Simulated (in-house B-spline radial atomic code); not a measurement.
**K7+: [Ne] 3s1 3p1 (with a hole in an inner shell)**

Method: Dirac-Hartree-Fock, average of configuration, Fermi nucleus of rms radius 3.4349 fm. Calculated with a radial B-spline atomic code at the basis-set limit.

Screening seen three ways: the hydrogenic charge with the same mean radius, Z_r = [3n² - l(l+1)]/(2<r>), the one with the same energy, Z_e = n√(-2ε), and Slater's rules. Values are occupation-weighted means over j.

| shell | electrons | ε (eV) | <r> (bohr) | Z_r | Z_e | Slater |
| --- | --- | --- | --- | --- | --- | --- |
| 1s | 2 | -3795.4 | 0.08093 | 18.54 | 16.70 | 18.70 |
| 2s | 2 | -533.06 | 0.3816 | 15.73 | 12.52 | 14.85 |
| 2p | 6 | -450.06 | 0.3457 | 14.46 | 11.50 | 14.85 |
| 3s | 1 | -155.72 | 1.089 | 12.40 | 10.15 | 9.85 |
| 3p | 1 | -135.86 | 1.125 | 11.11 | 9.48 | 9.85 |

The least bound orbital is 3p3/2 at -135.7 eV, and it is also the most diffuse (<r> = 1.126 bohr).

Spin-orbit splittings of the orbital energies (j = l + 1/2 above j = l - 1/2 when positive): 2p 3.028 eV, 3p 0.4436 eV.

For the 1s electron the small component carries 0.46 % of the norm, the zero-frequency Breit interaction raises the level by 3.026 eV, self-energy by 1.396 eV, and vacuum polarisation lowers it by 0.1005 eV.
